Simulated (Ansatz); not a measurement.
`CC(C)[O][Al]([CH3])[F]`, charge 0, multiplicity 1.

Q: Give a relaxed structure at PBE0-D4/def2-TZVP (Ansatz 0.2.0). (An estimate is asked.)

A: Computed: 
Z-matrix (Å, degrees):
```
C
C 1 1.515
H 1 1.091 2 110.5
H 1 1.093 2 110.1 3 119.5
H 1 1.093 2 110.9 3 -120.4
C 2 1.517 1 112.1 3 -179.4
O 2 1.409 1 108.5 3 -56.6
H 2 1.099 1 108.4 3 61.0
H 6 1.093 2 110.9 1 -59.4
H 6 1.094 2 110.1 1 60.2
H 6 1.093 2 110.8 1 -179.6
Al 7 1.677 2 138.6 1 -172.5
C 12 1.930 7 121.3 2 177.0
F 12 1.655 7 118.9 2 -3.3
H 13 1.094 12 110.8 7 -115.6
H 13 1.092 12 111.5 7 4.8
H 13 1.093 12 111.1 7 125.9
```
This is one stationary point; other conformers may exist.
